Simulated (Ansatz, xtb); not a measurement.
## Two structures of H4O3Si2

Structure a is a singlet given by its coordinates and structure b is `O=[SiH]O[SiH2]O`, a singlet. Both are isolated molecules in the gas phase, relaxed with r2SCAN-D4/def2-SVP; the shapes shown needn't be the lowest conformers.

a (Å):

```xyz
9

O    -0.7153   -0.5227    0.6678
O    -0.3971    2.1000    1.6783
O     1.0878    1.5147   -0.1049
Si    0.3204    0.6546    1.1442
Si    0.4014    2.9633    0.4539
H    -1.3994   -0.3019    0.0242
H     1.2264    0.0129    2.1097
H     1.3980    3.9388    0.9636
H    -0.5196    3.6020   -0.5227
```

Close contacts (Å): O1–Si4 1.64, O2–Si4 1.70, O2–Si5 1.70, O3–Si4 1.70, O3–Si5 1.70, Si4–Si5 2.41, O1–H6 0.96, Si4–H7 1.47, Si5–H8 1.48, Si5–H9 1.49.

b (Å):

```json
{"atom": "O", "x (Å)": "-1.8897", "y (Å)": "-0.6124", "z (Å)": "0.2838"}
{"atom": "O", "x (Å)": "0.2953", "y (Å)": "0.4960", "z (Å)": "-0.8994"}
{"atom": "O", "x (Å)": "0.5970", "y (Å)": "-2.0308", "z (Å)": "0.2209"}
{"atom": "Si", "x (Å)": "-1.2045", "y (Å)": "0.8216", "z (Å)": "-0.1371"}
{"atom": "Si", "x (Å)": "1.1090", "y (Å)": "-0.9002", "z (Å)": "-0.6912"}
{"atom": "H", "x (Å)": "-0.8679", "y (Å)": "1.7039", "z (Å)": "1.0130"}
{"atom": "H", "x (Å)": "-2.0690", "y (Å)": "1.5130", "z (Å)": "-1.1206"}
{"atom": "H", "x (Å)": "2.3532", "y (Å)": "-0.8762", "z (Å)": "-1.4831"}
{"atom": "H", "x (Å)": "-1.2483", "y (Å)": "-1.3098", "z (Å)": "0.5389"}
```

Problem. Which of the two would you expect CCSD(T)/def2-SVP + ΔMP2/def2-TZVPP electronic energies to favour?

Solution. Structure a; the calculation gives E(b) − E(a) = +36.8 kcal/mol.

The same difference at several levels:

```csv
level,geometry,E(b) − E(a) (kcal/mol),departure from the last row (kcal/mol),"job, with rough time for the two"
r2SCAN-D4/def2-SVP,r2SCAN-D4/def2-SVP,+34.7,−2.1,"optimisation, 2.4 min"
HF/def2-SVP,r2SCAN-D4/def2-SVP,+40.2,+3.4,part of the CCSD(T) run
MP2/def2-SVP,r2SCAN-D4/def2-SVP,+33.9,−3.0,part of the CCSD(T) run
CCSD(T)/def2-SVP,r2SCAN-D4/def2-SVP,+34.0,−2.9,single point
CCSD(T)/def2-SVP + ΔMP2/def2-TZVPP,r2SCAN-D4/def2-SVP,+36.8,,"single point, 79 s"
```

None of the levels shown reverses the order. The largest departure from CCSD(T)/def2-SVP + ΔMP2/def2-TZVPP is that of HF/def2-SVP, 3.4 kcal/mol. Levels run at GFN2-xTB geometries aren't shown. The last row adds to CCSD(T) the change of the MP2 difference between the two basis sets, here +2.9 kcal/mol.

With harmonic frequencies from r2SCAN-D4/def2-SVP (ideal gas, rigid rotor, one conformer each, 298.15 K, 1 atm): the zero-point term adds −0.7 kcal/mol; ΔH is +36.5 and ΔG +35.2 kcal/mol.

The correlated steps freeze 13 core orbitals. Mirror images aren't counted in ΔG. Run with Ansatz 0.2.0; the last row on 2 threads of AMD EPYC (Zen 3) on a shared host.
